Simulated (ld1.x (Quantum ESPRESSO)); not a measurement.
**What one change does to a pseudopotential (Pm (Z = 61), TM semilocal)**

Pm, norm-conserving Troullier–Martins (semilocal form), made with ld1.x (Quantum ESPRESSO) 7.5 (revPBE, scalar-relativistic). Core [Xe] 4f4, reference 5d1 6s1.75 6p0.25. Waves: 6s (bound): rc 3.80 bohr; 5d (bound): rc 2.65 bohr; 5f channel at 0.3 Ry: rc 3.55 bohr; 6p (bound): rc 4.20 bohr. Local part: the p channel. Core correction: none.

Change: wave 6s (bound): rc 3.80 bohr becomes 6s (bound): rc 5.80 bohr.

Cutoffs: the cutoffs (Ry, on a coarse ladder) from which the occupation-weighted sum of valence levels, in a spherical-Bessel basis at the reference potential, stays within 10 and 1 mRy of its value at 400 Ry; they do not see the model core or the augmentation charge, which bear on the density cutoff. Errors are all-electron minus pseudo energies relative to the spin-unpolarised reference configuration.

Q: How do hardness, ghosts and transferability respond?

A: The potential gets neither clearly harder nor softer (12 Ry and 18 Ry → 12 Ry and 18 Ry); of the 7 tests that both files solve, the error grows in 2 and shrinks in 3 by more than 15 % and 0.3 meV (median size 11.4 → 48.2 meV); neither file shows a bound ghost. A semilocal file is local in each channel, so a ghost entry of none says nothing of the separable form that plane-wave codes build from it.

```tsv
quantity	base	changed
cutoff, loose	12 Ry	12 Ry
cutoff, tight	18 Ry	18 Ry
bound ghosts	none	none
error for 5d1 6s2 6p0, meV [ΔE -0.64 eV]	-0.2	-1.5
error for 5d1 6s1 6p0, meV [ΔE 5.64 eV]	-11	-6.7
error for 5d1 6s0 6p0, meV [ΔE 17.11 eV]	+160	-48
error for 5d1 6s0 6p1, meV [ΔE 8.91 eV]	+6.2	-137
error for 5d2 6s0 6p0, meV [ΔE 6.19 eV]	+144	+141
error for 5d1 6s1.5 6p0, meV [ΔE 1.89 eV]	-2.8	+0.2
error for 5d0 6s2 6p1, meV [ΔE 1.43 eV]	+164	+175
```
